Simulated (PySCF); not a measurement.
Ge(H)2(F)(OMe) (CH5FGeO), SMILES C[O][GeH2][F]. Geometry optimised at PBE0-D3(BJ)/def2-SVP. Other conformers were not sampled.

Computed equilibrium geometry at PBE0-D3(BJ)/def2-SVP (PySCF confirms it by a frequency run) as a Z-matrix (one conformer of several):
```
O
C 1 1.4044
H 2 1.1007 1 108.35
H 2 1.1043 3 108.12 1 -121.49
H 2 1.1070 3 107.76 4 -116.52
Ge 1 1.7597 2 121.09 3 169.64
F 6 1.7423 1 107.60 2 65.55
H 6 1.5264 7 108.14 1 -114.66
H 6 1.5364 8 118.16 1 -125.05
```
Charge 0, spin multiplicity 1.
